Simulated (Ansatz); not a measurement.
This singlet lies 1.69 eV below the relaxed triplet at the level composite: frozen-core CCSD(T) with HF/cc-pVQZ and the correlation energy extrapolated as X^-3 from cc-pVTZ and cc-pVQZ, plus CCSDT(Q) minus CCSD(T) in cc-pVDZ // PBE0-D3(BJ)/def2-TZVP (Ansatz, a quantum-chemistry and plane-wave program).

Species: HClGe, SMILES `[Cl][GeH]` (lower singlet) (charge 0, multiplicity 1).

**Question.** Give a relaxed geometry from Ansatz with PBE0-D3(BJ)/def2-TZVP.

**Answer.** the end point of this relaxation (outside a Z-matrix the atoms follow the SMILES, hydrogens last).
Z-matrix (Å, degrees):
```
Ge
H 1 1.6004
Cl 1 2.1829 2 93.70
```
